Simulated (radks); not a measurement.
Problem. Ho4+, configuration [Kr] 4d10 4f9 5s2 5p5.75 5d0.25 (fractional occupations, a model configuration). Calculated with a radial shooting solver on a logarithmic mesh with Libxc functionals: non-relativistic Kohn-Sham, BLYP, spin-polarised, spherical densities, point nucleus; open shells are filled with parallel spins first (spin-orbit coupling, left out, can overturn this in heavy ions); relativity is left out, which matters for an element this heavy. Some entries of the table are withheld. Estimate them.

| orbital | occ. | eigenvalue (hartree) | <r^2> (bohr^2) | r(max) (bohr) |
|---|---|---|---|---|
| 1s up | 1 | -1905.890 | 0.0006845 | 0.01501 |
| 1s down | 1 | -1905.889 | 0.0006845 | 0.01501 |
| 2s up | 1 | -308.0695 | 0.01083 | 0.08207 |
| 2s down | 1 | -308.0650 | 0.01083 | 0.08207 |
| 2p up | 3 | -293.9212 | 0.008039 | 0.06383 |
| 2p down | 3 | -293.9181 | 0.008038 | 0.06383 |
| 3s up | 1 | -70.03985 | 0.06943 | 0.2276 |
| 3s down | 1 | -69.93470 | 0.06932 | 0.2275 |
| 3p up | 3 | -63.65499 | 0.06473 | 0.2152 |
| 3p down | 3 | -63.55915 | 0.06462 | 0.2151 |
| 3d up | 5 | -51.74609 | 0.05126 | 0.1711 |
| 3d down | 5 | -51.67677 | 0.05114 | 0.1710 |
| 4s up | 1 | -15.18532 | 0.3456 | 0.5164 |
| 4s down | 1 | -15.00413 | 0.3462 | 0.5164 |
| 4p up | 3 | -12.63519 | 0.3625 | 0.5200 |
| 4p down | 3 | -12.45535 | 0.3633 | 0.5200 |
| 4d up | 5 | -8.05470 | 0.4059 | 0.5226 |
| 4d down | 5 | -7.87753 | 0.4079 | 0.5228 |
| 5s up | 1 | -3.30142 | 1.899 | 1.184 |
| 5s down | 1 | -3.22425 | 1.936 | 1.193 |
| 5p up | 3 | -2.56505 | 2.302 | 1.277 |
| 5p down | 2.75 | -2.49986 | 2.359 | 1.289 |
| 4f up | 7 | -2.32915 | 0.6349 | 0.5037 |
| 4f down | 2 | -2.16366 | 0.6647 | 0.5059 |
| 5d up | 0.25 | -1.45628 | 3.939 | (1) |
| 5d down | 0 | -1.41706 | 4.097 | (2) |
| 6s up | 0 | -1.18338 | 9.153 | 2.722 |
| 6s down | 0 | -1.16795 | 9.355 | 2.755 |
| 6p up | 0 | -0.97765 | (3) | 3.043 |
| 5f up | 0 | -0.63775 | (4) | 3.040 |

Solution. 
(1) 5d up r(max) (bohr): 1.585
(2) 5d down r(max) (bohr): 1.612
(3) 6p up <r^2> (bohr^2): 11.43
(4) 5f up <r^2> (bohr^2): 13.35
